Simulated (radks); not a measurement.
Exchange energies: the exact (Fock) value of the Kohn-Sham orbitals and density-functional approximations, as 100 (|E| - |E exact|)/|E exact|, negative where the magnitude is too small. Species: Be3+ 1s1; B2+ [He] 2s1; Li2+ 1s1. All-electron calculation, non-relativistic Kohn-Sham, LDA (Slater exchange, Perdew-Wang correlation), spin-polarised, spherical densities, point nucleus. Program: a radial shooting solver on a logarithmic mesh with Libxc functionals. Every spin shell is full or empty, so the densities are truly spherical. Functionals are evaluated on that one density, not self-consistently.

| functional | Be3+ | B2+ | Li2+ |
|---|---|---|---|
| exact (hartree) | -1.23360 | -3.19714 | -0.921401 |
| LDA | -14.19 | -13.34 | -14.18 |
| PBEsol | -6.27 | -5.58 | -6.25 |
| revPBE | -0.54 | +0.08 | -0.51 |
| RPBE | -0.32 | +0.37 | -0.29 |
| WC | -3.97 | -3.29 | -3.94 |
| SOGGA | -6.49 | -5.75 | -6.47 |
| G96 | -0.35 | -0.08 | -0.32 |
| TPSS | +0.04 | +0.38 | +0.06 |
| revTPSS | +0.03 | +0.26 | +0.05 |
| TASK | +0.04 | -1.40 | +0.06 |
